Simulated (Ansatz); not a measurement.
Start from `N#[C][SnH3]` and change one atom or group to get `N#C[SiH3]`.

Ansatz, PBE0-D4/def2-TZVP geometries, multiplicity 1. 

Elements past krypton have def2 core potentials.

```
                                          property  `N#[C][SnH3]`
               HOMO energy (B3LYP/def2-TZVPP) / eV          -9.28
                 LUMO energy (PBE/def2-TZVPP) / eV          -1.22
    size of the dipole moment (PBE/def2-TZVPP) / D           4.15
size of the dipole moment (ωB97M-V/def2-TZVPP) / D           4.33
           HOMO–LUMO gap (ωB97M-V/def2-TZVPP) / eV          12.81
             HOMO–LUMO gap (B3LYP/def2-TZVPP) / eV           8.68
```

(1) Give the same properties after the change, and the shifts. (Best estimate.)

Results:

(1) Computed: 
```tsv
property	`N#C[SiH3]`	shift
HOMO energy (B3LYP/def2-TZVPP) / eV	-9.61	-0.33
LUMO energy (PBE/def2-TZVPP) / eV	-1.61	-0.39
size of the dipole moment (PBE/def2-TZVPP) / D	3.40	-0.75
size of the dipole moment (ωB97M-V/def2-TZVPP) / D	3.49	-0.84
HOMO–LUMO gap (ωB97M-V/def2-TZVPP) / eV	13.59	0.78
HOMO–LUMO gap (B3LYP/def2-TZVPP) / eV	8.77	0.09
```

With PBE0 the HOMO falls by 0.33 eV and the LUMO falls by 0.27 eV, so the gap widens by about 0.06 eV. PBE moves the HOMO by -0.30 eV and ωB97M-V by -0.37 eV. Dipoles are sizes alone; their direction can turn.

B3LYP here is the variant with VWN-RPA as its local correlation; programs differ in this.
